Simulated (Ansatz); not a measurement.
Reaction (substitution at a C–C bond): `CCCI` + H₂Te → `[TeH]CI` + `CC`

Calculated with Ansatz (gas phase, PBE0-D4/def2-TZVP geometries, no zero-point term in ΔE). CBS: MP2 limit from def2 TZ/QZ plus the TZ coupled-cluster correction, frozen cores. This one scheme is used for every species. DFT in def2-TZVPP. def2 core potentials past Kr. For I, Te outer-core shells are correlated without core-valence functions, which leaves a few kJ/mol of doubt a bond. Each species was taken in one conformer, which may not be the lowest.

`CCCI`:

```xyz
11

C     1.284   -0.090    0.233
C     0.053    0.467   -0.455
C    -1.226   -0.274   -0.145
I    -1.824   -0.104    1.917
H     2.180    0.456   -0.070
H     1.196   -0.017    1.319
H     1.433   -1.144   -0.020
H    -0.071    1.527   -0.214
H     0.186    0.412   -1.544
H    -1.137   -1.346   -0.319
H    -2.075    0.113   -0.702
```

H₂Te:

```xyz
3

Te    0.777    0.025    0.006
H    -0.420    0.753    0.888
H    -0.357   -0.778   -0.894
```

`[TeH]CI`:

Z-matrix (Å, degrees):
```
C
I 1 2.137
Te 1 2.130 2 117.0
H 1 1.087 2 106.6 3 -119.4
H 1 1.085 2 106.6 3 123.3
H 3 1.657 1 93.1 2 68.9
```

`CC`:

```xyz
8

C    -0.631    0.201    0.372
C     0.631   -0.201   -0.372
H    -0.903   -0.542    1.125
H    -0.504    1.157    0.884
H    -1.479    0.304   -0.309
H     0.903    0.542   -1.125
H     0.504   -1.157   -0.884
H     1.479   -0.304    0.309
```

```
  species  B2PLYP energy (Eh)
   `CCCI`          -416.00622
     H₂Te          -269.03126
`[TeH]CI`          -605.26116
     `CC`           -79.77340
```

Problem. Work out ΔE.

Solution. ΔE = (-605.26116) + (-79.77340) − (-416.00622) − (-269.03126) = 0.00292 Eh = +1.8 kcal/mol. CCSD(T)/CBS gives +1.9 kcal/mol.

Largest T1 diagnostic among the species: 0.010.

In def2-TZVPP, CCSD(T) changes the Hartree–Fock value by −0.9 kcal/mol (the triples alone add −0.4 kcal/mol) and MP2 by −2.3 kcal/mol. From PBE to PBE0 (25 % exact exchange), in def2-TZVPP and without D4, ΔE moves by +1.2 kcal/mol.
